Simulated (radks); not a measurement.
Effect of the nuclear size on the osmium ion Os3+, [Xe] 4f14 5d5. Method: Dirac Kohn-Sham, relativistic LDA (MacDonald-Vosko exchange, VWN5 correlation), spin-unpolarised, spherical densities, finite nucleus; open shells are shared between the two j in proportion to 2j + 1; Fermi nuclear charge, rms radius 5.4126 fm; computed with a radial shooting solver on a logarithmic mesh with Libxc functionals. The rms radius is varied about that value; shifts are against it.

rms radius (fm),total energy shift (eV),density at nucleus (e/bohr^3),1s1/2 shift (meV),2s1/2 shift (meV),5s1/2 shift (meV),5p1/2 shift (meV),5d5/2 shift (meV),6s1/2 (empty) shift (meV),6p1/2 (empty) shift (meV)
4.6007,-20.0,1.752e+06,-8010,-1150,-12.0,-0.036,0.197,-1.96,-0.064
4.9525,-11.6,1.705e+06,-4640,-667,-6.98,-0.021,0.114,-1.14,-0.037
5.4126,0,1.65e+06,0.000,0.000,0.000,0.000,0.000,0.000,0.000
5.7752,9.57,1.611e+06,3840,552,5.77,0.018,-0.095,0.940,0.031
6.5709,31.9,1.537e+06,12800,1840,19.3,0.062,-0.315,3.13,0.103

Slopes of the eigenvalues against <r^2> in GHz/fm^2, as finite differences over the two radii next to the reference (eigenvalue slopes, not the field-shift constants of lines): 1s1/2 232000, 2s1/2 33400, 5s1/2 349, 5p1/2 1.08, 5d5/2 -5.72, 6s1/2 (empty) 56.9, 6p1/2 (empty) 1.85.
